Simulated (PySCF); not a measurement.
These are PBE-D3(BJ)/def2-TZVP // r2SCAN-D4/def2-SVP (PySCF) values and carry that method's errors. Gas-phase values, no solvent. One relaxed conformer stands for a flexible species; it need not be the lowest. Excitations are Tamm–Dancoff values on a coarser integration grid. The basis has no diffuse functions, so Rydberg states are missing or too high.

Reference species (SMILES): `s1ccc2ccc(C#N)c(B)c12` (neutral, multiplicity 1).

The brightest of the four lowest singlets (TDA) comes out as 4.50 eV, the S1 excitation (TDA) is 2.90 eV and the HOMO is -6.16 eV.

Changed species: `Bc1cc(C#N)c2ccsc2c1`.

Q: Give the shifts of the brightest of the four lowest singlets (TDA), S1 excitation (TDA) and HOMO.

A: the brightest of the four lowest singlets (TDA) drops by 0.04 eV, to 4.46 eV; the S1 excitation (TDA) goes up by 0.42 eV, to 3.32 eV; the HOMO drops by 0.09 eV, to -6.25 eV.
